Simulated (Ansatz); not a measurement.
```xyz
2

B     0.0000    0.0000   -0.2087
H     0.0000    0.0000    1.0436
```

Basis set: cc-pVDZ (spherical functions). Left uncorrelated: 1 orbital. Charge 0, multiplicity 1.

Computed with Ansatz (development build ahead of 0.2.0); each method stands on the lowest determinant of its kind that the runs found. Restricted open shells among the atoms or ions are ROHF, correlated in semicanonical orbitals with singles.

(1) Give the atomization energy at this shape (free ground-state atoms in the same class of orbitals less the molecule, no zero-point energy) of singlet BH by RHF-MP2, RHF.

Answers

(1)

| method | atomization energy |
| --- | --- |
| RHF-MP2 | 316.0 kJ/mol |
| RHF | 260.9 kJ/mol |
